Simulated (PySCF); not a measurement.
From one molecule to another.

First species: C4H11PSi.
InChI=1S/C4H11PSi/c1-3-5(2)4-6/h3H,1,4H2,2,6H3

Second species: 1,6-naphthyridine, C8H6N2.
Cartesian coordinates in Å at the GFN2-xTB level; atoms count from 1:
```
atom  x, y, z in Å
C1    -2.3539   -0.0149    0.0350
C2    -1.9060   -1.2839   -0.3839
N3    -0.6535   -1.6156   -0.5110
C4     0.2829   -0.6876   -0.2263
C5     1.6518   -1.0035   -0.3515
C6     2.5767   -0.0374   -0.0578
N7     2.2609    1.2031    0.3462
C8     1.0029    1.5171    0.4707
C9    -0.0580    0.6245    0.2027
C10   -1.4251    0.9446    0.3303
H11   -3.4120    0.1801    0.1159
H12   -2.6240   -2.0582   -0.6241
H13    1.9359   -1.9918   -0.6741
H14    3.6384   -0.2296   -0.1388
H15    0.7883    2.5274    0.7992
H16   -1.7131    1.9346    0.6563
```

Levels: PBE0/def2-SVPD for dipole moment, HOMO energy, LUMO energy, HOMO–LUMO gap, static isotropic polarisability and electronic spatial extent ⟨r²⟩ about the centre of nuclear charge; TDDFT PBE0/def2-SVPD for lowest singlet excitation; TDA PBE0/def2-SVPD for lowest triplet excitation (Tamm–Dancoff); GFN2-xTB for rotational constant A and rotational constant C. Geometries: GFN2-xTB. All species are isolated and taken at one optimised geometry, non-relativistic unless stated; the electronic structure was computed with PySCF and density fitting.

The conformers computed, where there is a choice (atom-mapped SMILES and torsion angles):
- `[CH2:1]=[CH:2][P:3]([CH3:4])[CH2:5][SiH3:6]`: C1–C2–P3–C4 -33°, C2–P3–C5–Si6 55°

Values for the first species:

| Property | Result |
| --- | --- |
| Dipole moment | 0.64 D |
| HOMO energy | -6.27 eV |
| LUMO energy | -0.28 eV |
| HOMO–LUMO gap | 5.99 eV |
| Lowest singlet excitation | 5.10 eV |
| Lowest triplet excitation (Tamm–Dancoff) | 3.83 eV |
| Static isotropic polarisability | 103.0 au |
| Electronic spatial extent ⟨r²⟩ about the centre of nuclear charge | 1044 bohr² |
| Rotational constant A | 2.909 GHz |
| Rotational constant C | 1.346 GHz |

Question: Estimate the same properties for the second species, and the change in each.

Answer: 
| property | first | second | second less first |
| --- | --- | --- | --- |
| dipole moment | 0.64 D | 2.49 D | +1.85 D |
| HOMO energy | -6.27 eV | -7.29 eV | -1.02 eV |
| LUMO energy | -0.28 eV | -2.02 eV | -1.74 eV |
| HOMO–LUMO gap | 5.99 eV | 5.27 eV | -0.72 eV |
| lowest singlet excitation | 5.10 eV | 4.08 eV | -1.02 eV |
| lowest triplet excitation (Tamm–Dancoff) | 3.83 eV | 3.18 eV | -0.65 eV |
| static isotropic polarisability | 103.0 au | 103.3 au | +0.3 au |
| electronic spatial extent ⟨r²⟩ about the centre of nuclear charge | 1044 bohr² | 1207 bohr² | +163 bohr² |
| rotational constant A | 2.909 GHz | 3.278 GHz | +0.369 GHz |
| rotational constant C | 1.346 GHz | 0.926 GHz | -0.420 GHz |

On the first: The 8 singlets span 5.10 to 7.03 eV, and their oscillator strengths add up to 0.39. The principal polarisabilities are 92.0, 99.2 and 117.6 au; their mean is the isotropic value.

On the second: The vertical singlet–triplet gap S1 − T1 is 0.90 eV (TDDFT singlet less Tamm–Dancoff triplet; S1: HOMO−1→LUMO, weight 0.89; T1: HOMO→LUMO, weight 0.89). The principal polarisabilities are 55.0, 107.7 and 147.1 au; their mean is the isotropic value.
